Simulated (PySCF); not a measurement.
Zr(OH)3(H) (H4O3Zr), SMILES [OH][ZrH]([OH])[OH], multiplicity 1.

Coordinates come from a B3LYP-D3(BJ)/def2-SVP optimisation. The spin state was assumed, not searched. The structure was generated by enumeration; whether it is a known compound was not checked. The def2 effective core potentials stand for the cores of Zr; spin–orbit coupling is left out. Other conformers were not sampled.

Method: B3LYP-D3(BJ)/def2-SVP (PySCF).

Frequencies are harmonic and unscaled.

Modes within 1.5 cm⁻¹ of each other (mostly degenerate sets) share a row, with their intensities summed.

| mode | ν (cm⁻¹) | IR (km/mol) | moving atoms (share of kinetic energy) |
|---|---|---|---|
| 1 | 150 | 9.8 | O 46 %, Zr 27 %, H 27 % |
| 2–3 | 171 | 1.2 | O 71 %, H 19 %, Zr 10 % |
| 4 | 191 | 0.0 | H 88 %, O 12 % |
| 5–6 | 302 | 563.4 | H 81 %, O 18 % |
| 7–8 | 363 | 3.6 | H 88 %, O 12 % |
| 9 | 409 | 330.7 | H 71 %, O 26 % |
| 10–11 | 531 | 127.0 | H 89 %, O 11 % |
| 12 | 721 | 47.3 | O 89 % |
| 13–14 | 737 | 525.1 | O 67 %, Zr 23 %, H 10 % |
| 15 | 1659 | 380.4 | H 99 % |
| 16–17 | 3967 | 645.0 | H 94 % |
| 18 | 3972 | 96.0 | H 94 % |
